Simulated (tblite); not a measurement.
C₁₀H₁₄O.
Structure used (GFN2-xTB), in Å, numbered top down from 1:
```
atom  x, y, z in Å
C1    -4.503   -0.066   -0.040
C2    -3.133    0.600   -0.010
C3    -2.004   -0.426    0.054
C4    -0.637    0.249    0.085
O5     0.350   -0.760    0.142
C6     1.661   -0.395    0.179
C7     2.583   -1.442    0.236
C8     3.936   -1.179    0.277
C9     4.397    0.129    0.263
C10    3.487    1.167    0.206
C11    2.124    0.916    0.164
H12   -4.595   -0.710   -0.912
H13   -5.290    0.683   -0.082
H14   -4.654   -0.673    0.850
H15   -3.069    1.260    0.858
H16   -3.010    1.217   -0.903
H17   -2.111   -1.044    0.947
H18   -2.050   -1.086   -0.814
H19   -0.563    0.904    0.964
H20   -0.503    0.861   -0.819
H21    2.209   -2.453    0.245
H22    4.638   -1.998    0.321
H23    5.456    0.334    0.295
H24    3.833    2.190    0.193
H25    1.438    1.747    0.118
```

Method: GFN2-xTB as coded in tblite; computed harmonic values from a numerical Hessian at the method's own geometry, unscaled. Against measured fundamentals such values can be off by several per cent, at times by over 20. One conformer, not necessarily the lowest.

Harmonic wavenumbers (cm⁻¹): 35.2, 63.7, 79.2, 104.5, 151.2, 216.7, 224.0, 234.3, 279.6, 379.0, 390.8, 478.8, 482.5, 565.3, 589.9, 656.1, 755.1, 780.6, 826.7, 842.5, 863.0, 880.4, 921.3, 926.2, 946.0, 953.0, 984.5, 1052.4, 1080.4, 1085.1, 1108.5, 1120.7, 1136.2, 1153.2, 1178.4, 1192.8, 1218.7, 1249.2, 1267.9, 1268.8, 1277.5, 1285.0, 1330.1, 1346.2, 1369.2, 1416.4, 1441.5, 1473.4, 1490.9, 1493.4, 1499.3, 1502.6, 1505.6, 1588.1, 1605.1, 2861.4, 2888.1, 2963.5, 2979.3, 2989.5, 2999.9, 3035.9, 3036.5, 3041.7, 3074.9, 3079.6, 3093.7, 3101.0, 3107.1.

A = 4338, B = 397.2, C = 367.2 MHz; mass 150.104 u (most abundant isotopes); point group Cs, symmetry number 1.

Task: What is the zero-point energy?

Result: ½Σν̃ = 46799 cm⁻¹ = 133.81 kcal/mol.

Task: Entropy at 298.15 K, 1 bar (ideal gas, RRHO, classical rotation)?

Result: Translation 40.95, rotation 30.61, vibration 34.51: S = 106.1 cal/(mol K).

Task: And Cp and H(298.15 K) − H(0)?

Result: Cp = 43.90 cal/(mol K), of which vibrations give 35.95 (their classical limit is 69 R = 137.1); H(298.15 K) − H(0) = 7.68 kcal/mol without the zero-point energy, 5.31 from vibrations.

Task: Blend soft modes into free rotors: weight 1/[1 + (100 cm⁻¹/ν̃)⁴] for the oscillator and the rest for a rotor with moment μB/(μ + B), μ = h/(8π²ν), B = 10⁻⁴⁴ kg m². What vibrational entropy results?

Result: 31.17 cal/(mol K) in place of 34.51, which changes −T·S at 298.15 K by +1.00 kcal/mol.

Task: What must be added to the electronic energy to get the Gibbs energy at 298.15 K and 1 bar?

Result: ZPE + [H(298.15 K) − H(0)] − T·S = 133.81 + 7.68 − 31.63 = 109.86 kcal/mol.

Hindered rotation and anharmonicity are outside this model. Other conformers, if any are populated, would add a mixing term that is left out.
